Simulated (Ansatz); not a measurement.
## Cost against result

Saddle point of Si₂NH₁₁O, closed shell (Si₂H₆ ([SiH3][SiH3]) + H₂O + NH₃ → Si₂H₆O ([OH][SiH2][SiH3]) + NH₃ + H₂; bonds formed: Si1–O7, H2–H8, H6–N9; bonds broken: Si1–H2, H6–O7, H8–N9), PBE0-D4/def2-TZVP structure:

```xyz
15
angstrom
Si -0.3591 -0.1020 -1.1733
H 0.3744 -1.0514 -0.0603
H -1.2281 0.8987 -1.9697
H -0.4132 -1.2443 -2.1419
Si 1.6921 1.0385 -1.3110
H -1.2297 -0.3291 1.4292
O -1.5679 0.0965 0.1344
H 0.1207 -1.1802 1.4312
N -0.5724 -0.8690 2.1649
H 1.8568 1.8496 -0.0580
H 2.8493 0.0919 -1.3206
H 1.8730 1.9976 -2.4428
H -2.2415 0.7232 -0.1462
H -0.1368 -0.2599 2.8482
H -1.0175 -1.6602 2.6156
```

Barriers are electronic and count from the start structure reached by relaxing down the imaginary mode.

Ansatz 0.2.0; basis: as named in each row; cores frozen in the correlated methods. B3LYP uses VWN-RPA correlation. Extrapolation: Hartree–Fock as exp(−7.88 √X), correlation as X^−2.97.

Times are rough, for one single point on 8 threads of a shared host (Arm Neoverse V2).

The estimate by CCSD(T) at an estimated basis limit (MP2 extrapolated from triple and quadruple zeta, plus CCSD(T) − MP2 in triple zeta) is 1.317 eV.

```tsv
method	basis	time (s)	barrier (eV)	method less estimate
HF	STO-3G	under 1	3.266	1.948
PBE-D4	STO-3G	under 1	1.048	-0.270
SPW92	def2-SVP	under 1	0.465	-0.853
B3LYP-D4	6-31G	under 1	1.091	-0.226
PBE-D4	def2-SVP	under 1	0.951	-0.366
PBE0-D4	def2-SVP	under 1	1.092	-0.226
SPW92	def2-TZVPP	under 1	0.537	-0.781
PBE-D4	def2-TZVPP	1	0.996	-0.321
BLYP-D4	def2-TZVPP	1	1.191	-0.127
BHLYP-D4	def2-TZVPP	2	1.384	0.066
B3LYP-D4	def2-TZVPP	2	1.254	-0.063
PBE0-D4	def2-TZVPP	2	1.106	-0.212
CAM-B3LYP-D4	def2-TZVPP	2	1.257	-0.061
r2SCAN-D4	def2-TZVPP	3	1.065	-0.252
wB97M-V	def2-SVP	3	1.224	-0.094
r2SCAN0-D4	def2-TZVPP	3	1.144	-0.174
CCSD(T)	def2-SVP	4	1.460	0.143
B2PLYP	def2-TZVPP	4	1.298	-0.019
PBE-QIDH	def2-TZVPP	4	1.198	-0.119
RPA on PBE	def2-TZVPP	4	1.411	0.094
wB97X-V	def2-TZVPP	5	1.305	-0.012
B97M-V	def2-TZVPP	6	1.098	-0.219
wB97M-V	def2-TZVPP	6	1.272	-0.045
MP2	def2-QZVPP	17	1.266	-0.052
CCSD(T)	def2-TZVPP	140	1.341	0.024
```

All methods are single points on the PBE0-D4 structures.

No T1 diagnostic of these runs exceeds 0.013.

Labels in which every atom is bracketed show which atoms are joined, not bond orders.
